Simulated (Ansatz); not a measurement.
Worked example: hopping rate and mobility from the reorganisation energy

[(E)-4,4-dimethyl-3-methylidenepent-1-enyl]benzene (C14H18), SMILES C=C(/C=C/c1ccccc1)C(C)(C)C.

The structure is a stationary point at PBE0-D3(BJ)/def2-SVP. One conformer was computed; it need not be the lowest.

Four-point relaxation energies from PBE0-D3(BJ)/def2-SVP (Ansatz, a first-principles code), gas phase: hole: ion 159 meV, neutral 161 meV. Assume, for the exercise, a transfer integral of 80 meV, an outer reorganisation energy of 0 meV, equal site energies, a hop of 5.0 Å along one direction and 298.15 K (kT = 25.69 meV).

Task: Find the Marcus rate and the mobility.

Result: 
k = (2π/ħ) t² (4π λ kT)^(−1/2) exp(−λ/4kT), ħ = 6.582×10⁻¹³ meV s; for a chain D = k a² and μ = e D/kT.
Hole: λ = 159 + 161 + 0 = 320 meV, barrier λ/4 = 80 meV, k = 8.4e12 s⁻¹, μ = 0.82 cm²/(V s).
The rate is non-adiabatic hopping, which holds while t is well under λ. Disorder and quantum modes are left out.
